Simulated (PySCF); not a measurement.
# MSe for M along group 11

MP2 with triple-zeta basis sets in PySCF, for the lowest determinant that a PBE0 search found; no spin–orbit coupling. De refers to high-spin ground-configuration atoms.

| M | basis | reference, frozen orbitals | state (unpaired electrons) | Re (Å) | ωe (cm⁻¹) | De (eV) |
| --- | --- | --- | --- | --- | --- | --- |
| Cu | x2c-TZVPPall | UHF, 14 | doublet (π ↑) | 2.152 | 312 | n/a |
| Ag | x2c-TZVPPall | UHF, 23 | doublet (π ↑) | 2.363 | 246 | n/a |
| Au | def2-TZVPP | UHF, 9 | doublet (π ↑) | 2.266 | 284 | n/a |

The shortest bond is that of CuSe (2.152 Å), the longest that of AgSe (2.363 Å).

The rows differ in basis set, which adds steps of its own.

Down a group the atoms grow and get heavier, so bonds lengthen and wavenumbers fall; the exceptions here are the shorter bond at Au and the higher wavenumber at Au. Relativity and the filled 4f shell contract the atoms of the sixth period.

Correlated steps freeze the inner cores (9 to 23 orbitals); shallow outer-core shells are correlated. Spin–orbit coupling is left out, which matters for elements this heavy, above all for dissociation energies. The state is the lowest single determinant that the PBE0 search found; with open d or f shells the true ground state can be another one.
